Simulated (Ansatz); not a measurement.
The cluster Ti₃B₃⁺. Charge 1, multiplicity 1. Geometry r2SCAN-D4/def2-SVP, that of the neutral doublet.

```xyz
6

Ti   -0.190    1.032    0.944
Ti    1.217   -0.254   -0.682
Ti   -1.445   -0.214   -1.058
B    -0.069    1.301   -1.116
B     0.926   -0.773    1.327
B    -0.439   -1.092    0.586
```

This restricted singlet of an open-shell metal (gap down to 0.09 eV) wasn't tested against broken symmetry. The structure comes from a short search, and lower isomers may exist.

Estimate the orbital energies around the gap (eV) in Ansatz with PBE-D4/def2-TZVP, r2SCAN-D4/def2-TZVP, PBE0-D4/def2-TZVP.


| orbital | PBE-D4/def2-TZVP | r2SCAN-D4/def2-TZVP | PBE0-D4/def2-TZVP |
| --- | --- | --- | --- |
| HOMO−5 | -10.25 | -10.30 | -11.09 |
| HOMO−4 | -9.78 | -9.80 | -10.57 |
| HOMO−3 | -9.61 | -9.64 | -10.42 |
| HOMO−2 | -9.35 | -9.40 | -10.15 |
| HOMO−1 | -9.09 | -9.10 | -9.74 |
| HOMO | -8.49 | -8.53 | -9.37 |
| LUMO | -8.40 | -8.25 | -7.39 |
| LUMO+1 | -8.06 | -7.84 | -7.01 |
| LUMO+2 | -7.14 | -6.94 | -6.14 |
| LUMO+3 | -7.09 | -6.90 | -6.10 |
| LUMO+4 | -6.94 | -6.74 | -6.02 |
| LUMO+5 | -6.92 | -6.70 | -5.92 |
